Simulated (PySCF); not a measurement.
SMILES [SiH2](C(=O)C)[SiH2]B (C₂H₉BOSi₂) (GFN2-xTB optimised geometry):

```
15

B      4.022     0.753     2.244
Si     2.357    -0.236     2.229
Si     1.639    -0.369     0.000
C     -0.280    -0.369     0.000
C     -0.974     0.968     0.000
O     -0.889    -1.413     0.048
H      4.044     1.920     2.336
H      5.050     0.219     2.080
H      1.238     0.358     2.993
H      2.402    -1.618     2.740
H      2.052    -1.571    -0.723
H      2.043     0.783    -0.824
H     -2.052     0.852     0.097
H     -0.744     1.482    -0.931
H     -0.590     1.571     0.820
```

Calculation: PySCF with CAM-B3LYP/def2-TZVP.

Task: What are the frontier orbital energies and the dipole moment?

Result: HOMO-2 -10.62 eV, HOMO-1 -9.79 eV, HOMO -8.15 eV, LUMO -1.64 eV, LUMO+1 0.19 eV; dipole moment 2.86 D.

Meta-Löwdin charges at CAM-B3LYP/def2-TZVP: B1 -0.18, Si2 0.27, Si3 0.35, C4 0.21, C5 -0.38, O6 -0.40, H7 0.04, H8 0.04, H9 -0.08, H10 -0.07, H11 -0.07, H12 -0.10, H13 0.13, H14 0.13, H15 0.13.
